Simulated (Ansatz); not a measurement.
Consider the ligand exchange at the Si–S bond: `C[SiH](S)CF` + HCl → `C[SiH](Cl)CF` + H₂S.

Gas-phase electronic energies from Ansatz, PBE0-D4/def2-TZVP geometries. CCSD(T)/CBS is the MP2 limit (def2-TZVPP, def2-QZVPP) plus CCSD(T) − MP2 in def2-TZVPP, frozen cores. This one scheme is used for every species. Functionals use def2-TZVPP. One conformer a species, not always the lowest.

`C[SiH](S)CF`:

Z-matrix (Å, degrees):
```
C
Si 1 1.861
H 1 1.093 2 109.8
H 1 1.091 2 110.9 3 -120.2
H 1 1.093 2 111.0 3 119.4
S 2 2.143 1 113.2 3 -177.9
C 2 1.894 1 110.1 3 -56.8
H 2 1.485 1 111.7 3 65.1
H 6 1.344 2 94.6 1 53.8
F 7 1.395 2 110.0 1 53.0
H 7 1.096 2 111.3 1 -66.7
H 7 1.095 2 111.3 1 173.2
```

HCl:

```xyz
2

Cl    0.381    0.072    0.508
H    -0.381   -0.072   -0.508
```

`C[SiH](Cl)CF`:

```xyz
11

C    -1.255   -0.042   -0.974
Si   -0.093   -0.617    0.351
Cl    0.886   -2.333   -0.246
C     1.267    0.653    0.677
F     0.681    1.863    1.045
H    -2.049   -0.773   -1.141
H    -0.725    0.114   -1.916
H    -1.713    0.904   -0.674
H    -0.809   -0.926    1.612
H     1.935    0.334    1.483
H     1.876    0.822   -0.217
```

H₂S:

Z-matrix (Å, degrees):
```
S
H 1 1.341
H 1 1.341 2 92.3
```

| level | ΔE (eV) |
| --- | --- |
| r2SCAN-D4 | -0.43 |
| PBE | -0.39 |
| CCSD/def2-TZVPP | -0.44 |
| CCSD(T)/def2-TZVPP | -0.42 |
| HF/def2-QZVPP | -0.55 |
| MP2/def2-QZVPP | -0.43 |
| HF/CBS(def2) | -0.56 |
| CCSD/CBS(def2) | -0.45 |

(1) What does CCSD(T)/CBS give? (Best estimate.)

Largest T1 diagnostic among the species: 0.011.

## Answers

(1) Computed: -0.43 eV. The listed levels differ from it by 0.00, 0.04, -0.01, 0.01, -0.12, 0.00, -0.13, -0.02 eV.

In def2-TZVPP, CCSD(T) changes the Hartree–Fock value by +0.13 eV (the triples alone add +0.02 eV) and MP2 by +0.13 eV.
